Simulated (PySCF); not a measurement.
Distorted geometries of [Tb(H2S)2]3+

[Tb(H2S)2]3+ (singlet in the valence; each metal's 4f electrons, 8 of them, lie in its core potential, out of spins and levels). PySCF 2.14.0, RKS PBE, Tb lcecp-1-SVP with ECP54, S def2-SVP, H def2-SVP; non-relativistic Hamiltonian with scalar-relativistic core potentials where named; density fitting; no spin-orbit coupling. Relaxed geometry:

```xyz
7

Tb   -1.3830    0.0000    0.0000
S     0.4246    0.1480    2.1474
H     0.8842    1.4518    2.2321
H    -0.3178    0.1592    3.3181
S     0.4246   -0.1480   -2.1474
H     0.8842   -1.4518   -2.2321
H    -0.3178   -0.1592   -3.3181
```

**Question.** Order these distorted geometries by energy above the relaxed one, lowest first.
A.
```xyz
7

Tb   -1.4210    0.0077   -0.0141
S     0.4092    0.1406    2.1238
H     0.8718    1.4389    2.2396
H    -0.3195    0.1509    3.3278
S     0.4384   -0.1149   -2.1773
H     0.9263   -1.4278   -2.2038
H    -0.3061   -0.1954   -3.2959
```
B.
```xyz
7

Tb   -1.3030   -0.0082    0.0212
S     0.3655    0.2717    2.1401
H     0.8889    1.3131    2.1780
H    -0.3381    0.1564    3.3628
S     0.4164   -0.1024   -2.1393
H     0.8740   -1.4265   -2.2990
H    -0.3047   -0.2042   -3.2639
```
C.
```xyz
7

Tb   -1.3972   -0.0119    0.0537
S     0.4211    0.1803    2.1724
H     0.8799    1.4516    2.2399
H    -0.2900    0.1313    3.2811
S     0.3695   -0.1363   -2.2008
H     0.9350   -1.4432   -2.2427
H    -0.3192   -0.1719   -3.3036
```

**Answer.** A (0.03 eV), C (0.19 eV), B (0.92 eV).

**Question.** Which forces (eV/Å) act in the one that lies 0.92 eV up?

**Answer.** 
```
Tb  -0.49 -0.04 -0.15
S   -3.96 -8.22  0.25
H    3.79  7.91  0.57
H    0.45  0.34 -0.45
S    0.95 -0.67  0.41
H    0.02  0.45  0.32
H   -0.77  0.23 -0.94
```
Forces carry noise of the integration grid, about 0.01 to 0.03 eV/Å.

An lcecp potential fixes the number of 4f electrons, so in runs with it no electron can move into or out of that shell.
